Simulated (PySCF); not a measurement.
Mapped SMILES: `[CH3:1][CH:2]([CH3:3])[O:4][C@@H:5]([SiH3:6])/[C:7]([F:8])=[CH:9]/[F:10]`; H(Xn) means a hydrogen on atom n.

Level of theory: geometry from GFN2-xTB, GIAO PBE0/pcSseg-1 shieldings, in PySCF (averaged over atoms made equivalent by symmetry, fast rotation or ring inversion, one conformer, no solvent, non-relativistic Hamiltonian).

Question: List the cross peaks expected in HSQC, COSY and HMBC spectra.

Answer: 

HSQC (one-bond C–H):
```tsv
δH	δC
6.67 (H(C9))	143.5 (C9)
3.64 (H(C5))	69.2 (C5)
3.63 (H(C2))	81.7 (C2)
1.26 (H(C1))	26.4 (C1)
1.26 (H(C3))	25.3 (C3)
```

COSY cross peaks (H two or three bonds apart, from the bond graph; peaks can be absent where the dihedral angle is near 90°):
```tsv
δH	δH
3.96 (H(Si6))	3.64 (H(C5))
3.63 (H(C2))	1.26 (H(C1))
3.63 (H(C2))	1.26 (H(C3))
```

HMBC (two and three bonds, from the bond graph):
```tsv
δH	δC
6.67 (H(C9))	160.4 (C7), 69.2 (C5)
3.96 (H(Si6))	160.4 (C7), 69.2 (C5)
3.64 (H(C5))	160.4 (C7), 143.5 (C9), 81.7 (C2)
3.63 (H(C2))	69.2 (C5), 26.4 (C1), 25.3 (C3)
1.26 (H(C1))	81.7 (C2), 25.3 (C3)
1.26 (H(C3))	81.7 (C2), 26.4 (C1)
```

References, each an isolated molecule treated in the same way: TMS for ¹H, ¹³C.

Short H···H contacts in this conformer between protons four or more bonds apart (candidates for NOE cross peaks, intensity ∝ r⁻⁶): H(C2)···H(C5) 2.25 Å, H(C1)···H(C3) 2.55 Å, H(C3)···H(C5) 2.69 Å, H(C3)···H(C9) 2.70 Å.

Shifts are as computed. Against solution values, carbons near 30 ppm lie about +3 ppm off and those near 130 ppm about +5 ppm. Of 1211 compounds with measured shifts, 218 miss one by over three times the rms of a fit or turn the order of signals round; such compounds aren't used in these exercises.
